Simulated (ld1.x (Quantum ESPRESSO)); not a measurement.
carbon: one change to a TM potential, before and after

```json
{
 "Element": "carbon",
 "Generator": "ld1.x (Quantum ESPRESSO) 7.5",
 "Type": "norm-conserving Troullier–Martins (Kleinman–Bylander form)",
 "Functional": "PW91",
 "Relativity": "scalar-relativistic",
 "Frozen core": "[He]",
 "Valence charge": "4",
 "Reference configuration": "2s2 2p2",
 "Partial waves": "2s (bound): rc 1.15 bohr; 2p (bound): rc 2.10 bohr",
 "Local potential": "all-electron potential smoothed inside 1.10 bohr (lloc = -2)",
 "Core correction": "none"
}
```

Change: all radii scaled by about 1.14 (s 1.32, p 2.40 bohr); local potential all-electron potential smoothed inside 1.26 bohr (lloc = -2).

Cutoffs: the cutoffs (Ry, on a coarse ladder) from which the occupation-weighted sum of valence levels, in a spherical-Bessel basis at the reference potential, stays within 10 and 1 mRy of its value at 400 Ry; they do not see the model core or the augmentation charge, which bear on the density cutoff. Errors are all-electron minus pseudo energies relative to the spin-unpolarised reference configuration.

Task: How do hardness, ghosts and transferability respond?

Result: The potential gets softer (35 Ry and 90 Ry → 30 Ry and 70 Ry); of the 7 tests that both files solve, the error grows in 7 and shrinks in 0 by more than 15 % and 0.3 meV (median size 32.7 → 60.4 meV); neither file shows a bound ghost. A larger radius leaves more room for a smooth pseudo-wave, so fewer plane waves are needed. More of the atom is replaced by a form fitted at one configuration, so other configurations suffer.

```csv
quantity,base,changed
"cutoff, loose",35 Ry,30 Ry
"cutoff, tight",90 Ry,70 Ry
loose cutoff by channel (10 mRy a level),"s 30 Ry, p 25 Ry","s 25 Ry, p 18 Ry"
bound ghosts,none,none
"error for 2s2 2p1, meV [ΔE 10.93 eV]",+33,+60
"error for 2s2 2p0, meV [ΔE 35.16 eV]",+335,+561
"error for 2s1 2p0, meV [ΔE 83.42 eV]",+709,+1108
"error for 2s1 2p3, meV [ΔE 8.47 eV]",-0.5,-4.2
"error for 2s2 2p1.5, meV [ΔE 3.99 eV]",+4.3,+8.4
"error for 2s0 2p4, meV [ΔE 16.95 eV]",-9.3,-22
"error for 2s1 2p2, meV [ΔE 19.67 eV]",-34,-64
```
